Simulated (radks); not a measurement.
Species: F. Configuration: [He] 2s2 2p5.

All-electron calculation, non-relativistic Kohn-Sham, TPSS, spin-polarised, spherical densities, point nucleus; open shells are filled with parallel spins first; meta-GGA in the generalised Kohn-Sham scheme. Program: a radial shooting solver on a logarithmic mesh with Libxc functionals.

Energy parts (eV):
| part | energy |
|---|---|
| total | -2714.615 |
| kinetic | 2707.646 |
| electron-nucleus | -6493.942 |
| Hartree | 1352.706 |
| exchange-correlation | -281.024 |

Orbitals (lengths in bohr, moments of r in powers of bohr; <r^-3> diverges for s and p1/2):
\begin{tabular}{lrrr}
orbital & occ. & eigenvalue (eV) & <r^-3> \\ \hline
1s up & 1 & -667.0584 & - \\
1s down & 1 & -666.2515 & - \\
2s up & 1 & -31.3823 & - \\
2s down & 1 & -29.5022 & - \\
2p up & 3 & -12.0462 & 7.903 \\
2p down & 2 & -10.2421 & 7.538 \\
\end{tabular}

The highest occupied level is 2p down at -10.242 eV. Virial ratio -V/T = 2.00257. The electron density at the nucleus is 449.1 e/bohr^3. Summed over all electrons, <r^2> = 10.64 bohr^2, which gives a Langevin (diamagnetic) susceptibility term of -8.43 x 10^-6 cm^3/mol. The spin density at the nucleus is 0.0462 e/bohr^3 (1s -0.2757, 2s 0.3220), a Fermi contact field of 2.42 T. The density falls to 0.001 e/bohr^3 at r = 3.11 bohr.
